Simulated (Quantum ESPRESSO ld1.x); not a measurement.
Ag XXXVII, configuration [Ne] 3s1. Method: scalar-relativistic Kohn-Sham, LDA (Slater exchange, Perdew-Zunger correlation), spin-unpolarised, spherical densities, point nucleus; computed with ld1.x of Quantum ESPRESSO 7.5.

Unscreened Slater integrals over Kohn-Sham orbitals (hartree). Empty in this configuration: 3p, 4s.

F0(4s,4s): 1.5219
F0(4s,3p): 1.8628
G1(4s,3p): 0.20037
F0(4s,3s): 1.8474
G0(4s,3s): 0.15277
F0(4s,2p): 2.1472
G1(4s,2p): 0.12766
F0(4s,2s): 2.1161
G0(4s,2s): 0.095497
F0(3p,3p): 2.9197
F2(3p,3p): 1.4659
F0(3p,3s): 2.8599
G1(3p,3s): 1.8400
F0(3p,2p): 3.8546
F2(3p,2p): 0.99965
G0(3p,2p): 0.39898
G2(3p,2p): 0.44161
F0(3p,2s): 3.7334
G1(3p,2s): 0.31761
F0(3s,3s): 2.8119
F0(3s,2p): 3.6800
G1(3s,2p): 0.38787
F0(3s,2s): 3.5972
G0(3s,2s): 0.30866
F0(2p,2p): 7.9059
F2(2p,2p): 3.7614
F0(2p,2s): 7.2375
G1(2p,2s): 4.1038
F0(2s,2s): 6.8164
